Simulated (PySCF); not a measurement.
Job file and geometry (Å, from GFN2-xTB) of an NMR shielding run on `CCc1ccc([SiH3])p1C`, C$_{7}$H$_{13}$PSi, PySCF 2.14.0, density-fitted response routines, GIAO PBE0/pcSseg-1 NMR shielding, non-relativistic, gas phase; density fitting, a coarse starting grid and PySCF grid level 2 are the driver's defaults:

```
{"job": {"kind": "nmr", "xc": "PBE0", "basis": "pcSseg-1"}, "charge": 0, "multiplicity": 1}
C     -3.099992    -0.157675    -0.592260
C     -2.282067     0.275921     0.623880
C     -0.869788    -0.187844     0.494666
C     -0.273795    -1.177396     1.188145
C      1.094172    -1.420504     0.817877
C      1.578963    -0.630367    -0.165072
Si     3.289311    -0.693568    -0.925779
P      0.234471     0.403777    -0.829997
C      0.709983     2.051453    -0.119961
H     -4.121755     0.208334    -0.520131
H     -2.648302     0.238170    -1.500523
H     -3.120167    -1.242773    -0.665730
H     -2.306502     1.367700     0.695475
H     -2.722401    -0.134457     1.536192
H     -0.751592    -1.729016     1.984666
H      1.683397    -2.171897     1.323393
H      3.213891    -1.267552    -2.272189
H      4.152518    -1.507033    -0.067572
H      3.827939     0.668557    -1.020795
H      1.562750     2.431590    -0.678035
H      0.965709     1.956933     0.933542
H     -0.127154     2.737033    -0.240640
```

Problem. What does the program print?

Solution. 
```
coarse grid: 18912 points
cycle   1  E = -904.6277311837  dE =  1.028e+00  |g| = 4.655e-01  |ddm| = 4.421e+00
cycle   2  E = -904.6076526846  dE =  2.008e-02  |g| = 5.391e-01  |ddm| = 1.134e+00
cycle   3  E = -904.6854017087  dE = -7.775e-02  |g| = 6.379e-02  |ddm| = 6.967e-01
cycle   4  E = -904.6861817868  dE = -7.801e-04  |g| = 3.829e-02  |ddm| = 1.304e-01
cycle   5  E = -904.6865487573  dE = -3.670e-04  |g| = 1.194e-02  |ddm| = 5.025e-02
cycle   6  E = -904.6865837580  dE = -3.500e-05  |g| = 4.356e-03  |ddm| = 1.738e-02
cycle   7  E = -904.6865884975  dE = -4.739e-06  |g| = 6.418e-04  |ddm| = 4.543e-03
final grid: 172144 points
cycle   8  E = -904.7420329012  dE = -3.771e-05  |g| = 9.143e-03  |ddm| = 3.966e-02
cycle   9  E = -904.7420226610  dE =  1.024e-05  |g| = 1.103e-02  |ddm| = 1.974e-02
cycle  10  E = -904.7420548997  dE = -3.224e-05  |g| = 9.970e-04  |ddm| = 1.245e-02
cycle  11  E = -904.7420551387  dE = -2.391e-07  |g| = 3.976e-04  |ddm| = 1.722e-03
cycle  12  E = -904.7420551769  dE = -3.818e-08  |g| = 1.242e-04  |ddm| = 4.795e-04
cycle  13  E = -904.7420551807  dE = -3.804e-09  |g| = 3.935e-05  |ddm| = 1.785e-04
cycle  14  E = -904.7420551811  dE = -4.036e-10  |g| = 8.795e-06  |ddm| = 5.156e-05
converged SCF energy = -904.7420551811

GIAO shielding tensors (ppm)
atom      isotropic    diamagn.    paramagn.     s11        s22        s33       span
  0 C      162.112     247.241     -85.129    145.165    156.849    184.322     39.157
  1 C      156.444     245.384     -88.939    141.795    158.624    168.914     27.119
  2 C        0.587     269.687    -269.100   -100.222    -40.413    142.395    242.616
  3 C       48.657     254.124    -205.467    -39.073     57.563    127.481    166.555
  4 C       30.737     254.407    -223.670    -70.731     32.720    130.221    200.952
  5 C       36.253     269.756    -233.503    -61.187      3.931    166.016    227.203
  6 Si     429.682     880.897    -451.214    397.410    423.161    468.477     71.067
  7 P      331.528     970.829    -639.301    253.585    309.219    431.780    178.195
  8 C      172.401     252.803     -80.403    162.434    163.509    191.259     28.825
  9 H       30.308      27.253       3.055     26.058     26.821     38.044     11.985
 10 H       30.372      30.460      -0.089     25.310     31.267     34.537      9.228
 11 H       30.628      29.819       0.809     26.889     29.099     35.897      9.007
 12 H       29.113      31.377      -2.264     24.894     29.117     33.326      8.432
 13 H       29.048      31.095      -2.047     24.278     28.168     34.698     10.420
 14 H       24.823      34.209      -9.386     22.683     23.646     28.140      5.457
 15 H       24.304      33.101      -8.797     21.720     23.441     27.752      6.032
 16 H       27.218      28.562      -1.344     23.605     25.362     32.686      9.081
 17 H       27.330      28.725      -1.395     23.609     25.849     32.534      8.925
 18 H       27.330      29.078      -1.749     23.301     26.999     31.689      8.388
 19 H       29.943      31.101      -1.158     24.683     28.065     37.080     12.397
 20 H       31.138      32.416      -1.278     26.284     28.846     38.284     12.000
 21 H       30.082      31.393      -1.311     25.043     28.311     36.892     11.849
```

Size and cost of the density-fitted run: 232 basis functions, 84 s wall time on 1 thread of an Arm Neoverse V1, shared host.
